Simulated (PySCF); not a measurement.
## Worked example: entropy of an ideal gas

HIOTe, SMILES [Te](O)I.

Coordinates come from a B3LYP-D3(BJ)/def2-SVP optimisation. The def2 effective core potentials stand for the cores of I, Te; spin–orbit coupling is left out. One conformer was computed; it need not be the lowest.

B3LYP-D3(BJ)/def2-SVP in PySCF gives the harmonic wavenumbers 129, 197, 427, 600, 1009, 3781 cm⁻¹ and the rotational temperatures 0.4246, 0.0451, 0.0409 K. The molar mass is 271.51 g/mol, the symmetry number 1, the spin multiplicity 1.

Question: Work out the entropy at 298.15 K and 1 atm in the rigid-rotor, harmonic-oscillator model.

Answer: 
Translation (Sackur–Tetrode at 1 atm): S = R[1.5 ln M + 2.5 ln T − 1.16487] = 178.6 J/(mol K).
Rotation: q = (√π/σ) T^1.5/√(θA θB θC) = 326000, S = R[ln q + 3/2] = 118.0 J/(mol K).
Vibration: with u = 1.4388 ν/T, each mode gives R[u/(e^u − 1) − ln(1 − e^−u)]:
| ν (cm⁻¹) | modes | u | S (J/(mol K)) |
|---|---|---|---|
| 129 | 1 | 0.62 | 12.39 |
| 197 | 1 | 0.95 | 9.04 |
| 427 | 1 | 2.06 | 3.63 |
| 600 | 1 | 2.90 | 1.88 |
| 1009 | 1 | 4.87 | 0.38 |
The stiffer modes add less than 0.005 each. Sum 27.3 J/(mol K).
Spin: R ln 1 = 0.0 J/(mol K).
Total 324.0 J/(mol K); the program's own thermochemistry gives 324.0. Translation makes up 55 % and vibration 8 %. Anharmonicity, hindered rotation and orbital degeneracy are left out.
